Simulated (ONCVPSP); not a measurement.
## Au (Z = 79): one change to an ONCV potential, before and after

```
Element                 : Au
Generator               : ONCVPSP 4.0.1
Type                    : optimised norm-conserving Vanderbilt (ONCV)
Functional              : PBE
Relativity              : scalar-relativistic
Frozen core             : [Kr] 4d10 4f14
Valence charge          : 19
Reference configuration : 5s2 5p6 5d10 6s0.5 (charge +0.5)
Partial waves           : 5s+6s: rc 1.55 bohr, ncon 4, nbas 7, qcut 7.3 1/bohr, 3 projectors, debl 2.8 Ha; 5p: rc 1.25 bohr, ncon 5, nbas 10, qcut 6.1 1/bohr, 1 projector; 5d: rc 1.45 bohr, ncon 4, nbas 8, qcut 6.1 1/bohr, 2 projectors, debl 3.9 Ha
Local potential         : polynomial inside 1.05 bohr (lpopt 3, dvloc0 0 Ha)
Core correction         : none
```

All-electron outer shells of the reference configuration (PBE, scalar-relativistic, ld1.x):

```
shell  level (eV)  outermost node (bohr)  outermost maximum (bohr)
   5s     -112.47                   0.48                      0.84
   4f      -85.19                      –                      0.37
   5p      -63.91                   0.52                      0.96
   5d      -10.96                   0.56                      1.21
   6s       -9.38                   1.11                      2.27
```

Change: d: qcut 4.7.

Cutoffs: the cutoffs (Ha) at which the residual kinetic energy of the hardest occupied pseudo-wave falls to 1 and 0.1 mHa per electron; they do not see the model core or the augmentation charge, which bear on the density cutoff. Errors are all-electron minus pseudo energies relative to the spin-unpolarised reference configuration.

How do hardness, ghosts and transferability respond?

The potential gets neither clearly harder nor softer (189 Ha and 220 Ha → 189 Ha and 220 Ha); the p channel sets the loose cutoff, while the largest relative change is in d, which becomes harder; the errors of the 4 common tests hardly move; neither file shows a bound ghost.

```tsv
quantity	base	changed
cutoff, loose	189 Ha	189 Ha
cutoff, tight	220 Ha	220 Ha
loose cutoff by channel	s 21 Ha, p 189 Ha, d 20 Ha	s 21 Ha, p 189 Ha, d 90 Ha
bound ghosts	none	none
GHOST(+) flags under 300 eV	none	none
error for 5s2 5p6 5d10 6s1, meV [ΔE -3.77 eV]	+1.2	+1.2
error for 5s2 5p6 5d10 6s0, meV [ΔE 5.64 eV]	-2.3	-2.4
error for 5s2 5p6 5d9 6s0, meV [ΔE 26.84 eV]	-4.5	-4.4
error for 5s2 5p6 5d9 6s1 6p1, meV [ΔE 3.72 eV]	+89	+89
s: phases at 1.58 bohr within 0.05 rad from the reference energy up to (Ha; the scan ends near 5)	to the end of the scan	to the end of the scan
p: phases at 1.27 bohr within 0.05 rad from the reference energy up to (Ha; the scan ends near 5)	1.7	1.7
d: phases at 1.47 bohr within 0.05 rad from the reference energy up to (Ha; the scan ends near 5)	to the end of the scan	to the end of the scan
```
